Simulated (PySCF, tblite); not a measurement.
C₄H₅F₃O₂.
Numbering: `[CH3:1][CH2:2][O:3][C:4](=[O:5])[C:6]([F:7])([F:8])[F:9]` (hydrogens: H10, H11, H12 on C1; H13, H14 on C2)

Structure optimised with GFN2-xTB, isolated species.

(1) What internal coordinates does the optimisation give?

Results:

(1) 
```
                  bond  length (Å)   order
                 C1–C2       1.520  single
                 C2–O3       1.440  single
                 O3–C4       1.311  single
                 C4=O5       1.194  double
                 C4–C6       1.560  single
          C6–F7, C6–F9       1.334  single
                 C6–F8       1.340  single
C1–H10, C1–H11, C1–H12       1.087  single
        C2–H13, C2–H14       1.092  single
```

Bonds in one row agree within 0.01 Å and their mean is given. Orders are formal, as drawn. A selection of angles:
```
   angle  degrees
C1–C2–O3    111.3
C2–O3–C4    117.3
O3–C4–O5    128.4
O3–C4–C6    108.9
O5–C4–C6    122.7
C4–C6–F7    111.6
F7–C6–F8    107.7
```

Dihedral angles: C1–C2–O3–C4 81° (synclinal); C2–O3–C4–O5 1° (synperiplanar); O3–C4–C6–F7 166° (antiperiplanar). The mirror-image conformer, all signs reversed, is as good.

The C–O distances run from 1.194 Å (C4=O5, drawn double) to 1.440 Å (C2–O3, drawn single), a spread of 0.246 Å. O3 (ester single-bonded oxygen) is bent (angle 117.3°). The C–C distances run from 1.520 Å (C1–C2, drawn single) to 1.560 Å (C4–C6, drawn single), a spread of 0.040 Å. Of the pairs four or more bonds apart, O5···H13 is among the closest relative to their van der Waals radii: 2.49 Å, 92 % of the sum of Bondi's values.

Point group: C1 (no symmetry element, even within 0.4 Å). Its GFN2-xTB frequencies are all real (lowest 20 cm⁻¹). The numbers are those of one conformer. 2 starts were optimised and ended at 0.00 and 0.52 kcal/mol (GFN2-xTB); the lowest of these is shown.

All values are computed, not measured.
